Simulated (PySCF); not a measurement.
C₃H₈O₂Si, SMILES C[C@H]1OC[Si@@H]1O.

The structure is a stationary point at B3LYP-D3(BJ)/def2-SVP. The structure was generated by enumeration; whether it is a known compound was not checked. One conformer was computed; it need not be the lowest.

Calculation: PySCF with PBE/def2-TZVP.

Isolated molecule, no solvent.

```json
{
 "total_energy": "-558.73136 hartree",
 "highest_occupied_level": "-5.59 eV",
 "lowest_empty_level": "-0.56 eV",
 "orbital_gap": "5.03 eV",
 "dipole_moment": "1.51 D",
 "quadrupole, principal values (traceless, Buckingham form, about the centre of nuclear charge)": "-11.01, 3.77, 7.24 D·Å",
 "mean_static_polarisability": "69.6 bohr³ (10.31 Å³)",
 "polarisability_principal_values": "62.9, 69.3, 76.5 bohr³"
}
```
